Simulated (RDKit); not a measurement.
RDKit input (UFF):

```python
from rdkit import Chem
from rdkit.Chem import AllChem, rdDetermineBonds

mol = Chem.MolFromXYZFile('mol.xyz')
rdDetermineBonds.DetermineBonds(mol, charge=0)
print('SMILES', Chem.MolToSmiles(Chem.RemoveHs(mol)))
ff = AllChem.UFFGetMoleculeForceField(mol)
e0 = ff.CalcEnergy()
flag = ff.Minimize(maxIts=5000, forceTol=1e-5)
print(f'energy {e0:.4f} -> {ff.CalcEnergy():.4f} kcal/mol, converged: {flag == 0}')
print(Chem.MolToXYZBlock(mol))
```
mol.xyz:
```
6

C     -1.14981457    -0.05477791    -0.04502006
Si     0.54785519     0.02610017     0.02145083
H     -1.76847219     0.83159725    -0.09957680
H     -1.68390593    -0.99607076    -0.03559828
H      1.39794796    -1.17454559     0.09584332
H      1.28334497     1.30228411     0.00914054
```

Question: Which steric energies does it print, before and after the minimisation?

Answer: 0.80 and -0.12 kcal/mol. They count from the force field's own zero for this bonding and are no heats of formation.
